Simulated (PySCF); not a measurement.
**Zr: excitation energy**

Zr [Kr] 4d2 5s2 (3F) → Zr [Kr] 4d3 5s1 (5F), as a difference of total energies. Computed with PySCF 2.14 in ANO-RCC-VTZP (7s6p4d2f1g, 68 functions), with the spin-free X2C one-electron Hamiltonian (Gaussian nucleus). Correlated levels: valence and next inner shell: [Ar] 3d10 frozen. The calculations carry no spin-orbit coupling.

Problem. Order these methods by the excitation energy they give, lowest first.
A. SCS-MP2 (valence and next inner shell)
B. CCSD (valence and next inner shell)
C. MP2 (valence and next inner shell)
D. CCSD(T) (valence and next inner shell)

Solution. C (2843.9 cm⁻¹), B (3839.7 cm⁻¹), D (4612.2 cm⁻¹), A (6129.2 cm⁻¹).

Errors of the correlated levels include the incompleteness of this basis and the frozen core.

For comparison: 4738.5 cm⁻¹ (measured; NIST levels, between the centres of gravity of the two terms).
